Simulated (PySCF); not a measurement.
# Atomic charges by several schemes

Species: C6H10N (charge +1).
Structure used (GFN2-xTB), in Å, numbered top down from 1:
```
atom  x, y, z in Å
C1     1.2499    2.4728   -1.1748
C2     0.9126    1.4363   -0.6626
C3     0.6195    0.2071   -0.0452
C4     1.7630   -0.5678    0.4827
N5    -0.6003   -0.2237    0.0550
C6    -1.7343    0.5080   -0.4486
C7    -0.8927   -1.4844    0.6897
H8     1.5316    3.3822   -1.6246
H9     1.6530   -0.7329    1.5561
H10    2.6995   -0.0472    0.3028
H11    1.8113   -1.5522    0.0133
H12   -2.4254    0.7216    0.3689
H13   -1.4221    1.4447   -0.9058
H14   -2.2609   -0.0952   -1.1905
H15   -0.3864   -2.3051    0.1775
H16   -1.9636   -1.6690    0.6658
H17   -0.5616   -1.4830    1.7304
```

Density: PBE0/pcSseg-1 (PySCF); schemes: Mulliken, IAO, Hirshfeld and ESP-fitted. Geometry: GFN2-xTB; no solvent, vibrations or thermal averaging.

Problem. Atoms with like bonding are taken together and averaged. For which atoms does the sign change between the 4 schemes (beyond +0.03 e in one, beyond −0.03 e in another)?

Solution. C1, C2 and N5.

Problem. Do the Mulliken, IAO, Hirshfeld and ESP-fitted schemes agree on where the charge is lowest?

Solution. The schemes don't all agree: Mulliken N5 (-0.607); IAO C4 (-0.442); Hirshfeld C4 (-0.083); ESP-fitted C4 (-0.538).

Problem. At which atom do the 4 schemes differ most?

Solution. At N5: from -0.607 (Mulliken) to +0.093 e (ESP-fitted), 0.700 e apart.

Problem. Give the atomic charges in each scheme.

Solution. In e; atoms taken as equivalent share a row and are averaged (×n: the atom named and its like, n in all):

```tsv
atom	environment	Mulliken	IAO	Hirshfeld	ESP-fitted
C1	terminal alkyne carbon	-0.209	-0.062	+0.037	-0.115
C2	alkyne carbon	+0.268	-0.074	-0.019	-0.220
C3	C=N carbon	+0.161	+0.235	+0.176	+0.499
C4	methyl carbon	-0.187	-0.442	-0.083	-0.538
N5	nitrogen bonded to 3 C	-0.607	+0.018	+0.069	+0.093
C6	N-methyl carbon	-0.068	-0.323	-0.030	-0.404
C7	N-methyl carbon	-0.075	-0.328	-0.026	-0.356
H8	alkyne hydrogen	+0.098	+0.247	+0.142	+0.310
H9/H10/H11	methyl hydrogen	+0.189	+0.198	+0.084	+0.204
H12/H13/H14	methyl hydrogen	+0.178	+0.190	+0.078	+0.194
H15/H16/H17	methyl hydrogen	+0.172	+0.188	+0.083	+0.179
```

Mean size of the charges over all atoms: ESP-fitted 0.251 e, IAO 0.203 e, Mulliken 0.194 e, Hirshfeld 0.077 e. Each set sums to the total charge, 1, to within 0.001 e. The ESP scheme fits charges at the nuclei, held to the total charge, to the electrostatic potential on points at 1.4 to 2.0 times the van der Waals radii.

Some averages cover members that differ in this geometry: H9/H10/H11, ESP-fitted +0.195 to +0.222 e.

Problem. How closely do the schemes follow one another over all atoms?

Solution. Correlation coefficient and root-mean-square difference: Hirshfeld with ESP-fitted 0.98, 0.212 e; IAO with ESP-fitted 0.97, 0.084 e; IAO with Hirshfeld 0.92, 0.162 e; Mulliken with IAO 0.53, 0.210 e; Mulliken with ESP-fitted 0.42, 0.267 e; Mulliken with Hirshfeld 0.35, 0.204 e.

Problem. How many electrons does the Mulliken scheme count on C7?

Solution. Z − q = 6 − (-0.075) = 6.075.

These values come from a run that also computed NMR shieldings. Time: 20 s of wall time. Hardware: one thread, Arm Neoverse V2, no GPU, shared host.
